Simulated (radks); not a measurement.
Species: V3.375+. Configuration: [Ne] 3s2 3p(1/2: 2, 3/2: 3.625) 3d2 (fractional occupations, a model configuration). Method: Dirac Kohn-Sham, BLYP, spin-unpolarised, spherical densities, point nucleus; open shells fill j = l - 1/2 first; computed with a radial shooting solver on a logarithmic mesh with Libxc functionals.

Normalised radial functions P(r) = r R(r) (large component), r in bohr:

```
   r/bohr * 3p3/2, o 3d3/2, + 3d5/2 (the largest magnitude, 1.08, reaches the edge; | marks zero, & curves that meet)
 0.003977                             &
 0.005056                             &
 0.006428                             &
 0.008171                             &
  0.01039                             &
  0.01321                             &*
  0.01679                             &*
  0.02134                             &*
  0.02713                             & *
  0.03449                             &  *
  0.04384                             &   *
  0.05574                             &     *
  0.07085                             |&      *
  0.09007                             |&        *
   0.1136                             | &         *
   0.1444                             |  &          *
   0.1836                             |   &         *
   0.2334                             |      &   *
   0.2967                             |     *   &
   0.3771                          *  |             &
   0.4794                *            |                 &
   0.6095       *                     |                    &
   0.7748  *                          |                      &
    0.985   *                         |                      &
    1.252         *                   |                   &
    1.592                *            |              &
    2.024                       *     |         &
    2.572                           * |     &
     3.27                            *| &
    4.157                             *&
```

3p3/2: eigenvalue -84.125 eV, 1 radial node at r = 0.348 bohr, <r> = 0.986 bohr, 90 % of the charge inside 1.51 bohr. 3d3/2: eigenvalue -43.853 eV, 0 radial nodes, <r> = 1.14 bohr, 90 % of the charge inside 1.88 bohr. 3d5/2 (empty): eigenvalue -43.763 eV, 0 radial nodes, <r> = 1.14 bohr, 90 % of the charge inside 1.88 bohr.
